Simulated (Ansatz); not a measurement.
These are frozen-core CCSD(T)/def2-TZVPP // PBE0-D3(BJ)/def2-TZVP (Ansatz, an electronic-structure program) values and carry that method's errors.

Ansatz 0.2 input:
```yaml
crystal:
  periodic: [false, false, false]
  atoms:
    - { symbol: I, position_ang: [2.096865, -0.240637, 0.007102] }
    - { symbol: B, position_ang: [0.000014, -0.000008, -0.00033] }
    - { symbol: I, position_ang: [-0.840034, 1.93623, -0.004021] }
    - { symbol: I, position_ang: [-1.256846, -1.695585, -0.002752] }
basis:
  gaussian: { orbitals: def2-TZVPP }
correlation:
  method: ccsd_t
```

Output:

```
Functional definition: HF
1642 factors; integrals over basis functions are off by at most 8.9e-4 eV
mean field evaluation 1: about -24890.1182 eV, gradient 1.7e1 eV
mean field evaluation 2: about -24890.1610 eV, gradient 1.7e1 eV
mean field evaluation 4: about -24891.4116 eV, gradient 3.0e0 eV
mean field evaluation 8: about -24891.4603 eV, gradient 4.9e-4 eV
mean field evaluation 16: about -24891.3571 eV, gradient 3.0e0 eV
mean field -24891.46029349 eV, -914.7442937479 hartree, gradient 1.5e-6 eV, S^2 0.000000; 0 other end points of the search recorded, 0 dependent functions left out
13 core orbitals not correlated
reference -24891.46029349 eV, -914.7442937479 hartree; 27, 27 occupied and 141, 141 virtual orbitals, 1642 factors
second order -43.40477296 eV of doubles, -0.00000000 eV of singles
cycle   1  -39.70608608 eV  change     3.7e0 eV  update   1.4e-1
cycle   2  -40.73595302 eV  change    -1.0e0 eV  update   4.3e-2
cycle   3  -40.90500869 eV  change   -1.7e-1 eV  update   2.0e-2
cycle   4  -40.84489557 eV  change    6.0e-2 eV  update   6.9e-3
cycle   5  -40.83910246 eV  change    5.8e-3 eV  update   3.6e-3
cycle   6  -40.84343438 eV  change   -4.3e-3 eV  update   8.7e-4
cycle   7  -40.84263476 eV  change    8.0e-4 eV  update   2.5e-4
cycle   8  -40.84242157 eV  change    2.1e-4 eV  update   5.1e-5
cycle   9  -40.84249185 eV  change   -7.0e-5 eV  update   2.0e-5
cycle  10  -40.84250091 eV  change   -9.1e-6 eV  update   5.2e-6
perturbative correction -1.08628183 eV, -0.0399201211 hartree
Total energy: -24933.38907624 eV, -916.2851480935 hartree
```

Cost: very roughly 6 core-minutes.
